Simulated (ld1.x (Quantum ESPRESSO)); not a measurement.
What one change does to a pseudopotential (Sb, TM)

```json
{"Element": "antimony (Sb)", "Generator": "ld1.x (Quantum ESPRESSO) 7.5", "Type": "norm-conserving Troullier–Martins (Kleinman–Bylander form)", "Functional": "LDA (PZ)", "Relativity": "fully relativistic", "Frozen core": "[Kr]", "Valence charge": "15", "Reference configuration": "4d10 5s1.75 5p3.25", "Partial waves": "5p (bound): rc 2.35 bohr; 4d (bound): rc 1.70 bohr; 5s (bound): rc 1.90 bohr", "Local potential": "the s channel", "Core correction": "none"}
```

Open shells are filled in proportion to 2j + 1 (rel_dist='average').

Change: core [Kr] 4d10, valence charge 5; reference 5s2 5p2; waves now 5p (bound): rc 1.90 bohr; 5s (bound): rc 1.65 bohr.

Cutoffs: the cutoffs (Ry, on a coarse ladder) from which the occupation-weighted sum of valence levels, in a spherical-Bessel basis at the reference potential, stays within 10 and 1 mRy of its value at 400 Ry; they do not see the model core or the augmentation charge, which bear on the density cutoff. Errors are all-electron minus pseudo energies relative to the spin-unpolarised reference configuration.

**Question.** What does the change do?

**Answer.** The potential gets softer (80 Ry and 140 Ry → 30 Ry and 70 Ry); a bound ghost appears in d, which as a rule spoils a file; the number of tests with a reliable result goes from 6 to 7. The shells moved into the core no longer need plane waves of their own. Several settings change at once here, so the effects cannot be laid on one of them.

```csv
quantity,base,changed
"cutoff, loose",80 Ry,30 Ry
"cutoff, tight",140 Ry,70 Ry
bound ghosts,none,d
tests with a reliable result,6 of 7,7 of 7
```

 A true bound ghost makes a file unfit for plane-wave use even where its test errors are small: the radial tests pick states by their node count and pass the ghost by.
